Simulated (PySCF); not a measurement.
C3H10BN, SMILES CBN(C)C.

The structure is a stationary point at PBE0-D3(BJ)/def2-SVP. The geometry has at least one imaginary mode, so it is a saddle point at that level. The values are those of a single conformer.

The numbers are results of TDDFT-PBE/def2-SVPD in PySCF, not measurements.

Vertical excitations. The molecule is in vacuum. State labels are in the subgroup Cs.

Estimate the UV-visible absorptions. (An estimate is asked for; the answer gives what the named calculation found.)


```
state  symmetry  energy (eV)  λ (nm)      f          main pairs
-----  --------  -----------  ------  -----  ------------------
S1           A"         5.88     211  0.011   HOMO→LUMO+1 100 %
S2           A'         6.37     195  0.258      HOMO→LUMO 95 %
S3           A"         6.59     188  0.006   HOMO→LUMO+2 100 %
S4           A"         6.84     181  0.001    HOMO−1→LUMO 99 %
S5           A"         6.91     180  0.012   HOMO→LUMO+3 100 %
S6           A'         7.07     175  0.001  HOMO−1→LUMO+1 98 %
S7           A"         7.47     166  0.003   HOMO→LUMO+4 100 %
S8           A"         7.55     164  0.001    HOMO→LUMO+5 99 %
S9           A'         7.77     160  0.061  HOMO−1→LUMO+2 99 %
S10          A'         7.96     156  0.015    HOMO→LUMO+6 92 %
T1           A'         4.88     254      0      HOMO→LUMO 99 %
T2           A"         5.78     215      0   HOMO→LUMO+1 100 %
T3           A"         6.26     198      0    HOMO−1→LUMO 99 %
T4           A"         6.52     190      0   HOMO→LUMO+2 100 %
```
Triplets are in the Tamm–Dancoff approximation, which puts them higher than full response would, so one can lie above its singlet here.
